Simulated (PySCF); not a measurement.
Computed Raman spectrum (relative Raman activity) of a molecule C3H9Al. Coordinates come from a B3LYP-D3(BJ)/def2-SVP optimisation. Other conformers were not sampled. Method: B3LYP-D3(BJ)/def2-SVP in PySCF. Frequencies are harmonic and unscaled.

Lines under 2 % of the strongest are left out, and lines within 2 cm⁻¹ are merged.

```csv
ν (cm⁻¹),relative intensity
53,3.2
489,6.0
657,6.6
669,2.1
803,7.2
1081,2.6
1181,7.4
1318,4.9
1419,5.7
1462,13
1468,9.7
1910,100
1914,53
2978,58
3009,58
3014,30
3017,83
3049,28
3097,20
3099,55
```

Question: Which molecule gave these data?
(A) [CH3][Al]([CH3])[CH3]
(B) C[CH2][AlH][CH3]
(C) CC[CH2][AlH2]

Answer: C, CC[CH2][AlH2]
